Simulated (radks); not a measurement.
All-electron atom: Hf3+ in [Xe] 4f13 5d2 (not the ground configuration). Method: Dirac Kohn-Sham, BLYP, spin-unpolarised, spherical densities, finite nucleus; open shells are shared between the two j in proportion to 2j + 1; Fermi nuclear charge, rms radius 5.347 fm; computed with a radial shooting solver on a logarithmic mesh with Libxc functionals. Some entries of the table are withheld. Estimate them.

orbital     occ.  eigenvalue (hartree)  <1/r> (bohr^-1)
1s1/2          2                   (1)            83.78
2s1/2          2             -410.7918            20.31
2p1/2          2             -392.4886              (2)
2p3/2          4             -348.6798              (3)
3s1/2          2             -94.66870            7.449
3p1/2          2             -86.53428            7.367
3p3/2          4             -77.14805            6.580
3d3/2          4             -63.34246              (4)
3d5/2          6             -61.29550              (5)
4s1/2          2             -20.14788              (6)
4p1/2          2             -16.81086            3.019
4p3/2          4             -14.65211            2.745
4d3/2          4              -9.15710            2.529
4d5/2          6              -8.76018            2.463
5s1/2          2              -3.62058            1.206
5p1/2          2              -2.64702            1.081
5p3/2          4              -2.33687           0.9866
4f5/2    5.57143              -1.96034              (7)
4f7/2    7.42857              -1.89304              (8)
5d3/2        0.8                   (9)           0.6973
5d5/2        1.2                  (10)           0.6786

Answer. 
(1) 1s1/2 eigenvalue (hartree): -2396.839
(2) 2p1/2 <1/r> (bohr^-1): 20.28
(3) 2p3/2 <1/r> (bohr^-1): 17.23
(4) 3d3/2 <1/r> (bohr^-1): 6.471
(5) 3d5/2 <1/r> (bohr^-1): 6.283
(6) 4s1/2 <1/r> (bohr^-1): 3.128
(7) 4f5/2 <1/r> (bohr^-1): 1.980
(8) 4f7/2 <1/r> (bohr^-1): 1.952
(9) 5d3/2 eigenvalue (hartree): -1.08428
(10) 5d5/2 eigenvalue (hartree): -1.05559
